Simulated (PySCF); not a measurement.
**Correlation energy of Fe²⁺ (iron, charge +2)**

[Ar] 3d5 4s1, high-spin 7S determinant (an excited configuration). All numbers are calculated (PySCF 2.14, no relativity, point nucleus, in def2-TZVPPD). Frozen: [Ne]; 14 electrons correlated.

| level | correlation energy (mhartree) |
| --- | --- |
| CCSD | -397.60 |
| (T) | -6.50 |
| CCSD(T) | -404.10 |

Diagnostics: T1 = 0.0058, D1 = 0.0189, largest double amplitude 0.025.

Question: Is a single reference adequate?

Answer: Yes: T1 lies below 0.03 and no double amplitude reaches 0.07.

This basis was not built for core-valence correlation, so the inner-shell part is incomplete.
